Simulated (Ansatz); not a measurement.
One change: `C=C([BH][AlH2])OC` becomes `C=COC`.

Ansatz, PBE0-D4/def2-TZVP geometries, multiplicity 1. Each molecule was computed in one conformer, which needn't be the lowest.

```csv
property,`C=C([BH][AlH2])OC`
size of the dipole moment (B3LYP/def2-TZVPP) / D,1.50
HOMO energy (PBE0/def2-TZVPP) / eV,-6.88
HOMO–LUMO gap (PBE0/def2-TZVPP) / eV,4.64
HOMO–LUMO gap (ωB97M-V/def2-TZVPP) / eV,8.64
LUMO energy (PBE/def2-TZVPP) / eV,-3.10
HOMO–LUMO gap (B3LYP/def2-TZVPP) / eV,4.27
```

What does the change do to each property? (Estimate.)

Computed: 
```
                                        property  `C=COC`  shift
size of the dipole moment (B3LYP/def2-TZVPP) / D     0.91  -0.59
              HOMO energy (PBE0/def2-TZVPP) / eV    -6.73   0.15
            HOMO–LUMO gap (PBE0/def2-TZVPP) / eV     7.63   2.99
         HOMO–LUMO gap (ωB97M-V/def2-TZVPP) / eV    12.01   3.37
               LUMO energy (PBE/def2-TZVPP) / eV    -0.13   2.97
           HOMO–LUMO gap (B3LYP/def2-TZVPP) / eV     7.15   2.88
```

With PBE0 the HOMO rises by 0.15 eV and the LUMO rises by 3.14 eV, so the gap widens by about 2.99 eV. PBE moves the HOMO by 0.27 eV and ωB97M-V by 0.02 eV. Dipoles are sizes alone; their direction can turn.

B3LYP here is the variant with VWN-RPA as its local correlation; programs differ in this.
